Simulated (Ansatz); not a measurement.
C₂₄H₂₀Ge⁺, that is tetraphenylgermane with one electron fewer. The state is a doublet with charge 1. Geometry PBE-D4/def2-SVP, that of the neutral singlet; atoms count from 1.

```xyz
45

C     4.7268    0.7113   -0.3100
C     4.1211    0.5462    0.9458
C     2.7378    0.3199    1.0341
C     1.9419    0.2580   -0.1301
Ge    0.0004    0.0003    0.0002
C    -0.8745    1.7219    0.3515
C    -2.2370    1.9128    0.0357
C    -2.8762    3.1297    0.3240
C    -2.1589    4.1731    0.9306
C    -0.8018    3.9973    1.2453
C    -0.1647    2.7803    0.9557
C    -0.3797   -1.2483    1.4663
C     0.4677   -2.3511    1.7080
C     0.1751   -3.2700    2.7291
C    -0.9693   -3.0958    3.5237
C    -1.8179   -2.0004    3.2960
C    -1.5231   -1.0827    2.2752
C    -0.6863   -0.7309   -1.6870
C    -0.9674    0.1204   -2.7773
C    -1.4198   -0.4045   -3.9989
C    -1.5998   -1.7893   -4.1445
C    -1.3273   -2.6464   -3.0661
C    -0.8756   -2.1195   -1.8457
C     2.5641    0.4211   -1.3852
C     3.9466    0.6479   -1.4758
H     5.8115    0.8869   -0.3806
H     4.7305    0.5897    1.8621
H     2.2747    0.1793    2.0246
H    -2.8068    1.1044   -0.4512
H    -3.9394    3.2655    0.0711
H    -2.6584    5.1285    1.1548
H    -0.2348    4.8155    1.7165
H     0.9032    2.6555    1.1983
H     1.3749   -2.4911    1.0977
H     0.8459   -4.1248    2.9082
H    -1.1988   -3.8146    4.3256
H    -2.7135   -1.8579    3.9207
H    -2.1908   -0.2215    2.1101
H    -0.8412    1.2103   -2.6703
H    -1.6377    0.2715   -4.8407
H    -1.9566   -2.2018   -5.1010
H    -1.4723   -3.7326   -3.1751
H    -0.6741   -2.7997   -1.0022
H     1.9619    0.3635   -2.3066
H     4.4192    0.7720   -2.4627
```

Single mean-field runs in def2-TZVP are fitted with def2-universal-jkfit.

Estimate the Mulliken populations of the heavy atoms from the PBE0/def2-TZVP orbitals of Ansatz.


| atom | charge (e) | spin (α − β) |
| --- | --- | --- |
| C1 | -0.08 | 0.06 |
| C2 | -0.08 | 0.10 |
| C3 | -0.21 | -0.03 |
| C4 | 0.02 | 0.07 |
| Ge5 | 0.45 | -0.02 |
| C6 | 0.02 | 0.07 |
| C7 | -0.21 | -0.03 |
| C8 | -0.08 | 0.09 |
| C9 | -0.08 | 0.07 |
| C10 | -0.13 | -0.03 |
| C11 | -0.16 | 0.10 |
| C12 | 0.02 | 0.07 |
| C13 | -0.21 | -0.03 |
| C14 | -0.08 | 0.10 |
| C15 | -0.08 | 0.07 |
| C16 | -0.13 | -0.03 |
| C17 | -0.16 | 0.10 |
| C18 | 0.02 | 0.06 |
| C19 | -0.21 | -0.03 |
| C20 | -0.08 | 0.10 |
| C21 | -0.08 | 0.06 |
| C22 | -0.13 | -0.03 |
| C23 | -0.16 | 0.10 |
| C24 | -0.16 | 0.10 |
| C25 | -0.13 | -0.03 |
Mulliken values depend strongly on the basis.

Where does the spin sit?

Summed by element: C 1.06, Ge -0.02, H -0.04, of 1 unpaired in all. Largest on single atoms: C23 0.10, C24 0.10, C20 0.10.

And the Mayer bond orders between heavy atoms (over 0.3)?

C1–C2 1.34 (1.40 Å); C1–C25 1.43 (1.40 Å); C2–C3 1.42 (1.40 Å); C3–C4 1.34 (1.41 Å); C4–Ge5 0.93 (1.96 Å); C4–C24 1.32 (1.41 Å); Ge5–C6 0.93 (1.96 Å); Ge5–C12 0.93 (1.96 Å); Ge5–C18 0.93 (1.96 Å); C6–C7 1.34 (1.41 Å); C6–C11 1.32 (1.41 Å); C7–C8 1.43 (1.40 Å); C8–C9 1.34 (1.40 Å); C9–C10 1.42 (1.40 Å); C10–C11 1.43 (1.40 Å); C12–C13 1.34 (1.41 Å); C12–C17 1.32 (1.41 Å); C13–C14 1.42 (1.40 Å); C14–C15 1.34 (1.40 Å); C15–C16 1.42 (1.40 Å); C16–C17 1.43 (1.40 Å); C18–C19 1.34 (1.41 Å); C18–C23 1.33 (1.41 Å); C19–C20 1.42 (1.40 Å); C20–C21 1.34 (1.40 Å); C21–C22 1.43 (1.40 Å); C22–C23 1.43 (1.40 Å); C24–C25 1.43 (1.40 Å).
